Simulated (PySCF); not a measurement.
CHF2NO2Si. Atoms are numbered in the order given.

```xyz
8

O      0.0224    -3.3305     0.0000
C      0.0107    -2.1531     0.0000
N     -0.0052    -0.9431     0.0000
Si     0.0028     0.7484     0.0000
O      1.5648     1.2554     0.0000
F     -0.8042     1.3014     1.2895
F     -0.8042     1.3014    -1.2895
H      1.7120     2.2173     0.0000
```
Charge 0, spin multiplicity 1.

Geometry optimised at PBE-D3(BJ)/def2-SVP. The structure was generated by enumeration, and PubChem lists no compound with its InChIKey, so it may never have been made. One conformer was computed; it need not be the lowest.

Calculation: PBE/pcSseg-1 in PySCF.

GIAO shieldings, no solvent; atoms alike by connectivity are averaged. δ = σ(ref) − σ: ¹⁷O against H2O (σ = 334.3 ppm); ¹³C against TMS (σ = 182.0 ppm); ¹⁵N against NH3 (σ = 267.0 ppm); ²⁹Si against TMS (σ = 335.4 ppm); ¹⁹F against CFCl3 (σ = 133.6 ppm); ¹H against TMS (σ = 31.49 ppm), references at their B3LYP-D3(BJ)/def2-TZVP geometries, non-relativistic.

```
atoms   nucleus  count  δ (ppm)
------  -------  -----  -------
O1          ¹⁷O      1    155.5
O5          ¹⁷O      1     63.1
C2          ¹³C      1      ___
N3          ¹⁵N      1      ___
Si4        ²⁹Si      1    -95.6
F6, F7      ¹⁹F      2      ___
H8           ¹H      1     2.76
```

### Question
Complete the blanks. (The exact figures need the calculation; the answer reports its results.)

### Answer

- N3, δ (ppm): 48.6
- C2, δ (ppm): 121.6
- F6, F7, δ (ppm): -164.9
